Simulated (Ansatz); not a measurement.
GaH$_{4}$SeBr, singlet: harmonic vibrations.

Input (in.yaml):

```yaml
crystal:
  periodic: [false, false, false]
  atoms:
    - {symbol: Ga, position_ang: [-0.912831, -0.652781, -0.327371]}
    - {symbol: Br, position_ang: [0.915467, -2.117569, -0.326755]}
    - {symbol: H, position_ang: [-1.318296, -0.144274, -1.748167]}
    - {symbol: H, position_ang: [-1.828924, -0.780715, 0.932039]}
    - {symbol: H, position_ang: [1.160038, 0.825196, 1.510888]}
    - {symbol: Se, position_ang: [0.448949, 1.560826, 0.457314]}
    - {symbol: H, position_ang: [1.535697, 1.309415, -0.497948]}
basis:
  gaussian: {orbitals: def2-TZVP}
hamiltonian: {xc: pbe0, dispersion: d4}
phonons: {temperatures: {t_min: 298.15, t_max: 900, t_step: 200}}
```

Command:

```bash
ansatz run in.yaml --threads 8 --pin off --events-out ev --progress --plain --max-ram 19148MiB
```

What Ansatz 0.2.0 printed:

```
Functional definition: PBE0
  name "PBE0"
  cite "Adamo & Barone, J. Chem. Phys. 110, 6158 (1999) doi:10.1063/1.478522"
  cite "Perdew, Burke & Ernzerhof, Phys. Rev. Lett. 77, 3865 (1996) doi:10.1103/PhysRevLett.77.3865"
  parent pbe
  parameter a = 0.25
  parameter kappa = 0.804
  parameter beta = 0.06672455060314922
  exchange = (1 - a)*pbe_x(kappa = kappa, mu = beta*pi^2/3) + a*exact_x
  correlation = pbe_c(beta = beta)
1414 factors; their error is unknown
mean field evaluation 1: about -187815.9478 eV, gradient 2.4e1 eV
mean field evaluation 2: about -187816.0526 eV, gradient 2.9e1 eV
mean field evaluation 4: about -187816.7817 eV, gradient 6.9e-1 eV
mean field evaluation 8: about -187817.8180 eV, gradient 5.5e-1 eV
mean field evaluation 16: about -187817.8182 eV, gradient 2.3e-5 eV
mean field -187817.81822000 eV, -6902.1775120952 hartree, gradient 2.3e-5 eV, S^2 0.000000; 0 other end points of the search recorded, 0 dependent functions left out
the calculation of the forces begins
reference -187817.81825002 eV, -6902.1775131986 hartree; 52, 52 occupied and 116, 116 virtual orbitals, 1414 factors
these checks for a lower state are left out or cut short: stability, starts, cluster_reference, orbital_swaps, neighbouring_geometries, increment
1414 factors; their error is unknown
Total energy: -187817.97974643 eV, -6902.1834480823 hartree
Atom 0 at    -0.912831    -0.652781    -0.327371 Å, force    -0.001192     0.000582    -0.000930 eV/Å
Atom 1 at     0.915467    -2.117569    -0.326755 Å, force     0.000201     0.000063    -0.000045 eV/Å
Atom 2 at    -1.318296    -0.144274    -1.748167 Å, force    -0.000145    -0.000736     0.000129 eV/Å
Atom 3 at    -1.828924    -0.780715     0.932039 Å, force     0.000799     0.000082    -0.000364 eV/Å
Atom 4 at     1.160038     0.825196     1.510888 Å, force     0.000936     0.000808    -0.000821 eV/Å
Atom 5 at     0.448949     1.560826     0.457314 Å, force    -0.000817     0.000479     0.001116 eV/Å
Atom 6 at     1.535697     1.309415    -0.497948 Å, force     0.000218    -0.001280     0.000914 eV/Å
Dipole moment:     0.113654     0.777694     0.205177 e Å
Vibrations: 68.62 95.34 132.15 273.52 285.34 390.60 477.81 524.30 640.30 717.13 1051.66 1984.91 1990.21 2450.29 2461.19 cm⁻¹, zero-point energy 0.839583 eV

[the SCF lines of later steps are left out]
```

The lines “mean field evaluation” count trial sets of orbitals through the whole run, from several starts and some on an approximate energy, so they need not fall steadily or lie above the final value.

Hardware: 8 CPU threads of an Intel Xeon Platinum 8488C, shared host. Wall time about 59 s.
